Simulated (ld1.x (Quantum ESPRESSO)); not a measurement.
Before and after: TM potential for bismuth

Bi (Z = 83), norm-conserving Troullier–Martins (Kleinman–Bylander form), made with ld1.x (Quantum ESPRESSO) 7.5 (LDA (PZ), scalar-relativistic). Core [Xe] 4f14, reference 5d10 6s2 6p3. Waves: 6s (bound): rc 1.80 bohr; 6p (bound): rc 2.50 bohr; 5d (bound): rc 1.85 bohr; 5f channel at 0.1 Ry: rc 2.70 bohr. Local part: all-electron potential smoothed inside 1.45 bohr (lloc = -1). Core correction: a·sin(br)/r model core inside 1.05 bohr.

Change: local potential all-electron potential smoothed inside 2.24 bohr (lloc = -1).

Cutoffs: the cutoffs (Ry, on a coarse ladder) from which the occupation-weighted sum of valence levels, in a spherical-Bessel basis at the reference potential, stays within 10 and 1 mRy of its value at 400 Ry; they do not see the model core or the augmentation charge, which bear on the density cutoff. Errors are all-electron minus pseudo energies relative to the spin-unpolarised reference configuration.

Task: How do hardness, ghosts and transferability respond?

Result: The potential gets neither clearly harder nor softer (55 Ry and 90 Ry → 55 Ry and 90 Ry); the bound ghost in p, s disappears; the number of tests that count goes from 8 to 9; of the 8 tests that both files solve, the error grows in 1 and shrinks in 5 by more than 15 % and 0.3 meV (median size 5.2 → 2.4 meV); the range in which the p phases agree narrows (upper end 2.9 → 1.6); the range in which the d phases agree narrows (upper end 4.9 → 0.5). In the separable form a ghost depends on how the local part lies against the semilocal potential of the channel, so the choice of the local part can create or remove one.

| quantity | base | changed |
| --- | --- | --- |
| cutoff, loose | 55 Ry | 55 Ry |
| cutoff, tight | 90 Ry | 90 Ry |
| loose cutoff by channel (10 mRy a level) | s 21 Ry, p 6 Ry, d 45 Ry | s 15 Ry, p 8 Ry, d 50 Ry |
| bound ghosts | s, p | none |
| tests counted (converged, no solver errors) | 8 of 9 | 9 of 9 |
| error for 5d10 6s2 6p2, meV [ΔE 8.15 eV] | -4.1 | -1.7 |
| error for 5d10 6s2 6p1, meV [ΔE 23.72 eV] | -13 | -4.7 |
| error for 5d10 6s2 6p0, meV [ΔE 47.43 eV] | -28 | -23 |
| error for 5d10 6s2 6p2.5, meV [ΔE 3.21 eV] | -1.6 | -1.0 |
| error for 5d10 6s1 6p4, meV [ΔE 10.18 eV] | -6.2 | -2.9 |
| error for 5d10 6s2 6p3.3, meV [ΔE -1.15 eV] | +0.5 | +0.6 |
| error for 5d10 6s2 6p3 (spin-polarised), meV [ΔE -1.02 eV] | +7.7 | +8.5 |
| error for 5d10 6s2 6p2 (spin-polarised), meV [ΔE 7.60 eV] | +1.0 | +2.0 |
| s: phases at 2.97 bohr within 0.05 rad from the reference energy up to (Ry; the scan ends near 5) | 1.4 | 0.5 |
| p: phases at 2.97 bohr within 0.05 rad from the reference energy up to (Ry; the scan ends near 5) | 2.9 | 1.6 |
| d: phases at 2.97 bohr within 0.05 rad from the reference energy up to (Ry; the scan ends near 5) | 4.9 | 0.5 |
| f: phases at 2.97 bohr within 0.05 rad from the reference energy up to (Ry; the scan ends near 5) | 2.9 | 2.9 |

Base: Tests not counted: 5d9 6s2 6p4 (solver errors, printed error -1492 eV). A true bound ghost makes a file unfit for plane-wave use even where its test errors are small: the radial tests pick states by their node count and pass the ghost by. Where a test does run into it, the solver fails or the error is huge.
